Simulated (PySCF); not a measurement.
Job for PySCF: R-M06-2X/def2-TZVPPD on CH2O (SMILES C=O).

```python
from pyscf import gto, dft

mol = gto.M(
    atom='''
    C     0.35369503    0.06697859   -0.32921508
    O     1.08376514   -0.66806895    0.27787216
    H     0.20414094   -0.03381530   -1.42102299
    H    -0.20388032    0.87851390    0.17369570
    ''',
    basis='def2-tzvppd',
    charge=0, spin=0, verbose=4, max_memory=1800)
mf = dft.RKS(mol, xc='m062x').density_fit(auxbasis='def2-universal-jkfit')
mf.grids.level = 4
mf.conv_tol = 1e-9
mf.max_cycle = 150
mf.kernel()
mf.dip_moment()
```

The head of its log:

```
PySCF version 2.14.0

[INPUT] verbose = 4
[INPUT] num. atoms = 4
[INPUT] num. electrons = 16
[INPUT] charge = 0
[INPUT] spin (= nelec alpha-beta = 2S) = 0
[INPUT] symmetry False subgroup None
[INPUT] Mole.unit = angstrom
[INPUT] Symbol           X                Y                Z      unit          X                Y                Z       unit  Magmom
[INPUT]  1 C      0.353695030000   0.066978590000  -0.329215080000 AA    0.668386738320   0.126571191310  -0.622126337277 Bohr   0.0
[INPUT]  2 O      1.083765140000  -0.668068950000   0.277872160000 AA    2.048019297951  -1.262467347826   0.525102280041 Bohr   0.0
[INPUT]  3 H      0.204140940000  -0.033815300000  -1.421022990000 AA    0.385770467411  -0.063901655820  -2.685344267811 Bohr   0.0
[INPUT]  4 H     -0.203880320000   0.878513900000   0.173695700000 AA   -0.385277966989   1.660150667624   0.328237302015 Bohr   0.0

nuclear repulsion = 31.3768361394285
number of shells = 41
number of NR pGTOs = 145
number of NR cGTOs = 111
basis = def2-tzvppd
ecp = {}


******** <class 'pyscf.df.df_jk.DFRKS'> ********
method = DFRKS
initial guess = minao
damping factor = 0
level_shift factor = 0
DIIS = <class 'pyscf.scf.diis.CDIIS'>
diis_start_cycle = 1
diis_space = 8
diis_damp = 0
SCF conv_tol = 1e-09
SCF conv_tol_grad = None
SCF max_cycles = 150
direct_scf = False
XC library pyscf.dft.libxc version 7.1.2
    S. Lehtola, C. Steigemann, M. J. T. Oliveira, and M. A. L. Marques,  SoftwareX 7, 1–5 (2018)
XC functionals = m062x
    Y. Zhao and D. G. Truhlar,  Theor. Chem. Acc. 120, 215 (2008)
    Y. Zhao and D. G. Truhlar,  Theor. Chem. Acc. 120, 215 (2008)
radial grids:
    Treutler-Ahlrichs [JCP 102, 346 (1995); DOI:10.1063/1.469408] (M4) radial grids

becke partition: Becke, JCP 88, 2547 (1988); DOI:10.1063/1.454033
pruning grids: <function nwchem_prune>
grids dens level: 4
symmetrized grids: False
atomic radii adjust function: <function treutler_atomic_radii_adjust>
small_rho_cutoff = 0
Set gradient conv threshold to 3.16228e-05
Initial guess from minao.
tot grids = 88288
******** <class 'pyscf.df.df.DF'> ********
auxbasis = def2-universal-jkfit
init E= -114.627023725341
  HOMO = -0.325972733853103  LUMO = -0.0904891535628707  gap/eV = 6.40783
cycle= 1 E= -114.396754767626  delta_E= 0.23  |g|=  0.7  |ddm|= 1.34
  HOMO = -0.224738913769954  LUMO = -0.00180138909530505  gap/eV = 6.06644
cycle= 2 E= -114.223133407181  delta_E= 0.174  |g|= 1.23  |ddm|= 0.905
  HOMO = -0.345297772031234  LUMO = -0.0168454286275015  gap/eV = 8.93764
```

Predict the final total energy.

-114.5006 hartree.
